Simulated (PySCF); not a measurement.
Two species compared at the same levels of theory.

First species: C₆H₉NOS.
Geometry (PBE0-D3(BJ)/def2-SVP, Å), atoms numbered from 1 in this order:
```
atom  x, y, z in Å
N1     3.3616    0.5569    1.2745
C2     2.2297    0.3317    1.1885
C3     0.8034    0.0429    1.0551
C4     0.5759   -1.2947    0.3344
C5    -0.9038   -1.6445    0.2319
C6    -1.7149   -0.5908   -0.5037
S7    -1.7265    1.0100    0.3752
O8    -2.2607    2.0292   -0.5850
C9     0.0935    1.2040    0.3547
H10    0.4020   -0.0384    2.0826
H11    1.0194   -1.2308   -0.6734
H12    1.1167   -2.0899    0.8687
H13   -1.3229   -1.7908    1.2429
H14   -1.0173   -2.6098   -0.2859
H15   -1.3255   -0.3642   -1.5100
H16   -2.7753   -0.8666   -0.6025
H17    0.2865    2.1677    0.8479
H18    0.3773    1.2944   -0.7061
```

Second species: MgH₂.
Geometry (PBE0-D3(BJ)/def2-SVP, Å), atoms numbered from 1 in this order:
```xyz
3
MgH2 angstrom
Mg     0.0003    0.0002    0.0000
H     -0.0188   -0.0232    1.7049
H      0.0185    0.0230   -1.7049
```

Levels: B3LYP/def2-SVPD for HOMO energy, LUMO energy, HOMO–LUMO gap and static isotropic polarisability; TDDFT B3LYP/def2-SVPD for lowest singlet excitation. Geometries: PBE0-D3(BJ)/def2-SVP. Each species is one conformer at its optimised geometry, gas phase, non-relativistic unless stated. Electronic properties by PySCF.

(1) Which of the two has the higher S1 energy, and by how much?

(2) Which of the two has the higher static isotropic polarisability, and by how much?

(3) Which of the two has the higher HOMO–LUMO gap, and by how much?

(4) Which of the two has the higher HOMO energy, and by how much?

(5) Which of the two has the higher LUMO energy, and by how much?

## Answers

(1) The first: 5.47 eV against 5.15 eV, a difference of 0.32 eV.

(2) The first: 97.5 au against 33.9 au, a difference of 63.6 au.

(3) The first: 6.44 eV against 6.16 eV, a difference of 0.28 eV.

(4) The first: -6.89 eV against -7.06 eV, a difference of 0.17 eV.

(5) The first: -0.45 eV against -0.90 eV, a difference of 0.45 eV.

On the first: The principal polarisabilities are 76.8, 96.8 and 119.0 au; their mean is the isotropic value. No computed singlet falls in the visible range (750 to 380 nm, 1.65 to 3.26 eV); S1 lies 2.21 eV above its blue end.

On the second: No computed singlet falls in the visible range (750 to 380 nm, 1.65 to 3.26 eV); S1 lies 1.89 eV above its blue end. The principal polarisabilities are 31.5, 31.5 and 38.9 au; their mean is the isotropic value.
